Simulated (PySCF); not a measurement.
B(Cl)(Me)2 (C2H6BCl), SMILES CB(C)Cl.

Geometry: B3LYP-D3(BJ)/def2-SVP.

These are B3LYP-D3(BJ)/def2-SVP in PySCF values and carry that method's errors.

Frequencies are harmonic and unscaled.

```tsv
mode	ν (cm⁻¹)	IR (km/mol)	Raman (Å⁴/amu)	depolarisation	moving atoms (share of kinetic energy)
1	64	0.4	0.3	0.75	H 95 %
2	112	0.5	0.4	0.71	H 97 %
3	300	0.0	0.6	0.70	H 40 %, C 38 %, Cl 19 %
4	308	2.0	1.5	0.75	C 40 %, H 27 %, Cl 20 %, B 13 %
5	363	0.4	0.5	0.75	B 47 %, H 47 %
6	583	16.5	8.4	0.12	C 42 %, Cl 27 %, H 21 %, B 9 %
7	689	9.0	0.4	0.20	H 78 %, C 17 %
8	831	0.7	0.8	0.75	H 74 %, C 24 %
9	839	17.3	3.7	0.38	H 52 %, C 34 %, B 12 %
10	903	29.4	1.0	0.75	H 44 %, B 34 %, C 21 %
11	1099	201.0	2.4	0.66	B 54 %, H 31 %, C 14 %
12	1157	47.5	1.1	0.75	B 53 %, H 41 %
13	1315	47.0	7.3	0.56	H 74 %, C 24 %
14	1339	133.5	3.7	0.75	H 54 %, C 31 %, B 14 %
15	1418	0.3	17.5	0.75	H 96 %
16	1419	0.0	19.8	0.75	H 96 %
17	1442	0.8	15.4	0.74	H 93 %
18	1445	10.5	4.2	0.75	H 92 %
19	3007	1.1	6.6	0.75	H 96 %
20	3008	0.2	268.0	0.03	H 96 %
21	3082	7.7	132.9	0.47	H 92 %, C 8 %
22	3083	11.3	43.9	0.75	H 92 %, C 8 %
23	3135	7.4	61.8	0.75	H 91 %, C 9 %
24	3136	11.8	91.6	0.70	H 91 %, C 9 %
```
